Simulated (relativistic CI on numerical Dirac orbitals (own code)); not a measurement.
**Slater and spin-orbit integrals, Hg²⁶⁺**

Computed by Dirac-Coulomb-Breit CI, orbitals from a KLI potential per configuration, QED by a radiative potential, unscaled Slater integrals (own radial code, finite nucleus).

Slater integrals F^k, G^k are unscaled and averaged over j, outside the closed core [Ar] 3d10 4p6 4d10; ζ comes from projecting the Hamiltonian with its Breit term on Σ l·s of the shell.

- 4s2.4f8: F^2(4f,4f) = 250450, F^4(4f,4f) = 162440, F^6(4f,4f) = 118520, ζ(4f) = 11570 cm⁻¹; <r>(4f) = 0.4138, <r^2>(4f) = 0.1978 (bohr units).
- 4s2.4f7.5s: F^2(4f,4f) = 253100, F^4(4f,4f) = 164260, F^6(4f,4f) = 119890, ζ(4f) = 11847, G^3(4f,5s) = 36665 cm⁻¹; <r>(4f) = 0.4102, <r^2>(4f) = 0.1942, <r>(5s) = 0.7389, <r^2>(5s) = 0.6082 (bohr units).
- 4s2.4f6.5s2: F^2(4f,4f) = 255950, F^4(4f,4f) = 166240, F^6(4f,4f) = 121370, ζ(4f) = 12127 cm⁻¹; <r>(4f) = 0.4064, <r^2>(4f) = 0.1904 (bohr units).

Averages of the first 5 configurations, taken without configuration mixing, which lowers the lowest level and can move excited configurations by several eV; other configurations of the list can lie among them:

| Configuration | Parity | States | Average energy above the lowest level (eV) |
| --- | --- | --- | --- |
| 4s2.4f8 | even | 3003 | 25.6 |
| 4s2.4f7.5s | odd | 6864 | 133.7 |
| 4s2.4f6.5s2 | even | 3003 | 252.4 |
| 4s2.4f7.6s | odd | 6864 | 431.6 |
| 4f10 | even | 1001 | 1462.9 |
